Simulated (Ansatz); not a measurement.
Reactions of C₂H₅ClOSi (`OC=C[SiH2]Cl`).

Calculated with Ansatz (gas phase, PBE0-D4/def2-TZVP geometries, no zero-point term in ΔE). CCSD(T)/CBS adds triple-zeta CCSD(T) − MP2 to the extrapolated MP2 energy (def2 sets, frozen cores). This one scheme is used for every species. Double bonds are as drawn, so ΔE can hold a change between cis and trans. For Ti outer-core shells are correlated without core-valence functions, which leaves a few kJ/mol of doubt a bond. Scalar relativity is left out up to krypton. One conformer a species, not always the lowest.

```json
{"reaction": "`O/C=C/[SiH2]Cl` + `CC[O][Ti]([OH])([O]CC)[O]CC` → `O/C=C/[SiH2]O` + `CC[O][Ti]([Cl])([O]CC)[O]CC`", "CCSD/CBS(def2) (eV)": "-0.48", "CCSD(T)/CBS(def2) (eV)": "-0.52"}
{"reaction": "`O/C=C/[SiH2]Cl` + BH₃ → `B[SiH2]/C=C/O` + HCl", "CCSD/CBS(def2) (eV)": "1.44", "CCSD(T)/CBS(def2) (eV)": "1.30"}
{"reaction": "`O/C=C/[SiH2]Cl` + SiH₄ → `[SiH3]/C=C\\[SiH2]Cl` + H₂O", "CCSD/CBS(def2) (eV)": "-0.42", "CCSD(T)/CBS(def2) (eV)": "-0.43"}
{"reaction": "`O/C=C/[SiH2]Cl` + H₂ → `O/C=C/[SiH3]` + HCl", "CCSD/CBS(def2) (eV)": "0.78", "CCSD(T)/CBS(def2) (eV)": "0.81"}
{"reaction": "`O/C=C/[SiH2]Cl` → `O/C=C\\Cl` + `[SiH2]`", "CCSD/CBS(def2) (eV)": "4.09", "CCSD(T)/CBS(def2) (eV)": "4.11"}
{"reaction": "`O/C=C/[SiH2]Cl` → `O[SiH2]/C=C/Cl`", "CCSD/CBS(def2) (eV)": "0.08", "CCSD(T)/CBS(def2) (eV)": "0.08"}
{"reaction": "`O/C=C/[SiH2]Cl` + H₂ → `C=C[SiH2]Cl` + H₂O", "CCSD/CBS(def2) (eV)": "-0.81", "CCSD(T)/CBS(def2) (eV)": "-0.76"}
{"reaction": "`O/C=C/[SiH2]Cl` + H₂O → `O/C=C/[SiH2]O` + HCl", "CCSD/CBS(def2) (eV)": "0.08", "CCSD(T)/CBS(def2) (eV)": "0.09"}
{"reaction": "`O/C=C/[SiH2]Cl` + `BNCC` → `CCN[SiH2]Cl` + `B/C=C/O`", "CCSD/CBS(def2) (eV)": "0.50", "CCSD(T)/CBS(def2) (eV)": "0.50"}
{"reaction": "`O/C=C/[SiH2]Cl` + SiH₄ → `O/C=C/[SiH2][SiH3]` + HCl", "CCSD/CBS(def2) (eV)": "1.08", "CCSD(T)/CBS(def2) (eV)": "1.06"}
```

Largest T1 diagnostic: 0.020, for `CC[O][Ti]([Cl])([O]CC)[O]CC`.
